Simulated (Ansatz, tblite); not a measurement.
Forces on the cluster B9N9 at its r2SCAN-D4/def2-SVP geometry. Total charge 0; singlet.

The xTB rows come from tblite. The structure comes from a short search, and lower isomers may exist.

GFN1-xTB (tblite), largest force 0.14 eV/Å:

```xyz
18
positions Å, forces eV/Å
B    -2.172   -2.758    0.898    0.031    0.040   -0.014
B     1.573   -1.058    3.125   -0.021    0.014   -0.041
B     2.798    0.878    2.160   -0.037   -0.010   -0.032
B    -0.392   -2.495    2.622    0.001    0.033   -0.038
B     1.368    2.791   -1.875   -0.017   -0.039    0.029
B     2.714    2.394    0.186   -0.039   -0.034   -0.005
B    -2.938   -1.736   -1.242    0.042    0.022    0.020
B    -2.329    0.097   -2.811    0.030   -0.003    0.038
B    -0.622    1.887   -3.062    0.010   -0.024    0.042
N    -2.878   -2.530   -0.192    0.098    0.085    0.005
N     3.103    1.847    1.320   -0.105   -0.065   -0.045
N    -2.971   -0.926   -2.282    0.106    0.033    0.079
N     0.665   -2.007    3.240   -0.024    0.074   -0.116
N     2.466   -0.099    2.980   -0.088    0.003   -0.106
N    -1.664    1.118   -3.313    0.059   -0.039    0.119
N     2.299    2.919   -0.950   -0.077   -0.098    0.032
N     0.425    2.637   -2.782   -0.017   -0.093    0.098
N    -1.445   -2.959    1.979    0.050    0.101   -0.065
```

GFN2-xTB (tblite), largest force 0.51 eV/Å:

```
B -0.125 -0.157 0.050
B 0.095 -0.064 0.189
B 0.167 0.056 0.124
B -0.028 -0.150 0.151
B 0.083 0.163 -0.105
B 0.154 0.138 0.008
B -0.171 -0.104 -0.067
B -0.142 0.003 -0.167
B -0.034 0.115 -0.183
N 0.369 0.323 0.022
N -0.398 -0.242 -0.169
N 0.390 0.122 0.294
N -0.088 0.268 -0.426
N -0.325 0.011 -0.391
N 0.218 -0.146 0.437
N -0.294 -0.372 0.120
N -0.060 -0.344 0.362
N 0.187 0.381 -0.250
```

PBE-D4/def2-TZVP (Ansatz), largest force 0.16 eV/Å:

```
B 0.033 0.042 -0.014
B -0.023 0.016 -0.045
B -0.041 -0.012 -0.034
B 0.003 0.036 -0.040
B -0.019 -0.041 0.030
B -0.041 -0.036 -0.004
B 0.045 0.024 0.020
B 0.034 -0.003 0.042
B 0.010 -0.027 0.046
N -0.118 -0.104 -0.008
N 0.127 0.076 0.053
N -0.121 -0.038 -0.092
N 0.026 -0.082 0.131
N 0.101 -0.003 0.121
N -0.067 0.046 -0.135
N 0.094 0.120 -0.039
N 0.018 0.107 -0.113
N -0.060 -0.121 0.080
```
